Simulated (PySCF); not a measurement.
## Fractional electron number in Pd²⁺ (palladium, charge +2)

The 4d beta orbital of [Kr] 4d8 is emptied in steps (occupation f), with all orbitals relaxed, ending at [Kr] 4d7. Computed with PySCF 2.14 in x2c-TZVPall (8s6p6d1f, 63 functions), with scalar relativity by spin-free X2C-1e. The exact energy is a straight line in f; departures are measured from the line between the end points of the same method.

```csv
f,r2SCAN0 (eV)
1,0.000
0.75,-0.810
0.5,-1.077
0.25,-0.805
0,0.000
```

Q: For r2SCAN0, how does the orbital energy at f = 1 compare with the removal energy?

A: −ε = 28.863 eV against a total-energy difference of 33.192 eV. By Janak's theorem ε = ∂E/∂f, so the gap between them reflects the curvature. Along the path −ε is 31.038 (f = 0.75), 33.207 (f = 0.5), 35.353 (f = 0.25) eV.

Reference removal energy between the ground levels: 32.93 eV (semi-empirical (NIST evaluation); NIST Atomic Spectra Database, ionization energies). The calculation has no spin-orbit coupling. The determinant left behind need not be the lowest term of the ion.
